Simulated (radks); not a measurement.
The numbers below are computed, except where a source is named.
Spin polarisation of the 3d4 shell in Mn3+. Start: [Ar] 3d(up 2, down 2); electrons of 3d are moved from spin down to spin up, other shells keep equal spins. Code: a radial shooting solver on a logarithmic mesh with Libxc functionals. Model: scalar-relativistic Kohn-Sham, PBE, spin-polarised, spherical densities, finite nucleus; Fermi nuclear charge, rms radius of each element as measured or else 0.836 A^(1/3) + 0.57 fm.

[
 {"moment (Bohr magnetons)": "0", "E - E(0) (eV)": "0.000", "e(3d up) (eV)": "-41.203", "e(3d down) (eV)": "-41.203", "3p down minus up (eV)": "0.000", "3s down minus up (eV)": "0.000"},
 {"moment (Bohr magnetons)": "1", "E - E(0) (eV)": "-0.273", "e(3d up) (eV)": "-41.715", "e(3d down) (eV)": "-40.623", "3p down minus up (eV)": "1.156", "3s down minus up (eV)": "1.179"},
 {"moment (Bohr magnetons)": "2", "E - E(0) (eV)": "-1.093", "e(3d up) (eV)": "-42.158", "e(3d down) (eV)": "-39.971", "3p down minus up (eV)": "2.317", "3s down minus up (eV)": "2.363"},
 {"moment (Bohr magnetons)": "3", "E - E(0) (eV)": "-2.462", "e(3d up) (eV)": "-42.535", "e(3d down) (eV)": "-39.242", "3p down minus up (eV)": "3.486", "3s down minus up (eV)": "3.554"},
 {"moment (Bohr magnetons)": "4", "E - E(0) (eV)": "-4.389", "e(3d up) (eV)": "-42.845", "e(3d down) (eV)": "-38.424", "3p down minus up (eV)": "4.668", "3s down minus up (eV)": "4.759"}
]

At moment 4 the spin-polarisation energy is -4.389 eV and the 3d exchange splitting 4.421 eV, that is 1.105 eV per Bohr magneton; E = -I m^2/4 would give I = 1.097 eV.
